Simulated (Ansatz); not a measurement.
One change: `[NH2][Sc]([NH2])[Cl]` becomes `[NH2][Sc]([NH2])[NH2]`.

Ansatz, PBE0-D4/def2-TZVP geometries, multiplicity 1. Each molecule was computed in one conformer, which needn't be the lowest.

Scalar relativity is left out up to krypton.

| property | `[NH2][Sc]([NH2])[Cl]` |
| --- | --- |
| HOMO energy (ωB97M-V/def2-TZVPP) / eV | -9.75 |
| HOMO energy (B3LYP/def2-TZVPP) / eV | -7.13 |
| HOMO–LUMO gap (ωB97M-V/def2-TZVPP) / eV | 9.63 |
| zero-point energy (PBE0-D4/def2-TZVP) / kJ/mol | 131.2 |
| LUMO energy (ωB97M-V/def2-TZVPP) / eV | -0.13 |
| size of the dipole moment (ωB97M-V/def2-TZVPP) / D | 3.13 |

(1) Give the same properties after the change, and the shifts. (An estimate is asked.)

## Answers

(1) Computed: 
| property | `[NH2][Sc]([NH2])[NH2]` | shift |
| --- | --- | --- |
| HOMO energy (ωB97M-V/def2-TZVPP) / eV | -9.05 | 0.70 |
| HOMO energy (B3LYP/def2-TZVPP) / eV | -6.43 | 0.70 |
| HOMO–LUMO gap (ωB97M-V/def2-TZVPP) / eV | 9.39 | -0.24 |
| zero-point energy (PBE0-D4/def2-TZVP) / kJ/mol | 190.5 | 59.3 |
| LUMO energy (ωB97M-V/def2-TZVPP) / eV | 0.35 | 0.48 |
| size of the dipole moment (ωB97M-V/def2-TZVPP) / D | 0.00 | -3.13 |

With PBE0 the HOMO rises by 0.71 eV and the LUMO rises by 0.63 eV, so the gap narrows by about 0.08 eV. PBE moves the HOMO by 0.71 eV and ωB97M-V by 0.70 eV. The zero-point energy changes by 59.3 kJ/mol with +6 modes.

B3LYP here is the variant with VWN-RPA as its local correlation; programs differ in this.
